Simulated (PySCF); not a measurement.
Structure with atom numbers: `[Cl:1][BH-:2]1[NH2+:3][BH2-:4][NH2+:5]1` (H(Xn): hydrogen on atom n). Ha(N3), Ha(B4), Ha(N5) are cis to Cl1 on the ring; Hb(N3), Hb(B4), Hb(N5) are trans to Cl1 on the ring.

Geometry: PBE0-D3(BJ)/def2-SVP; GIAO shifts from PySCF 2.14.0 with density-fitted response routines, gas phase, non-relativistic, averaged over equivalent atoms.

At OPBE/pcSseg-2 (285 basis functions, 52 s wall time on 1 thread of an Arm Neoverse V1, shared host):
| atoms | δ (ppm) |
| --- | --- |
| Cl1 | 68.2 |
| B2 | -5.4 |
| B4 | -16.6 |
| N3/N5 | 43.9 |
| H(B2) | 4.06 |
| Ha(B4) | 3.16 |
| Hb(B4) | 3.15 |
| Hb(N3)/Hb(N5) | 2.20 |
| Ha(N3)/Ha(N5) | 1.78 |

Scale: ³⁵Cl (944.38 ppm) against HCl; BF3·OEt2 for ¹¹B (97.73 ppm); NH3 for ¹⁵N (262.82 ppm); ¹H (31.20 ppm) vs TMS (reference shieldings calculated alike).

Q: Predict the values at BLYP/pcSseg-2 on the same geometry.

A: 
| atoms | δ at BLYP/pcSseg-2 | change |
| --- | --- | --- |
| Cl1 | 84.2 | +16.0 |
| B2 | -3.6 | +1.8 |
| B4 | -16.0 | +0.6 |
| N3/N5 | 50.2 | +6.3 |
| H(B2) | 4.03 | -0.03 |
| Ha(B4) | 3.15 | -0.01 |
| Hb(B4) | 3.13 | -0.02 |
| Hb(N3)/Hb(N5) | 2.20 | +0.00 |
| Ha(N3)/Ha(N5) | 1.62 | -0.16 |

Scale: ³⁵Cl (920.16 ppm) against HCl; ¹¹B (91.12 ppm) vs BF3·OEt2; NH3 for ¹⁵N (257.55 ppm); ¹H (31.38 ppm) vs TMS (reference shieldings calculated alike).

The largest change is at Cl1 (chlorine bonded to B). Cost: 285 basis functions, 54 s wall time on 1 thread of an Arm Neoverse V1, shared host.

Experimental scales use liquid or dissolved standards, which lie at an offset from isolated NH3 (liquid NH3: subtract about 20 ppm).
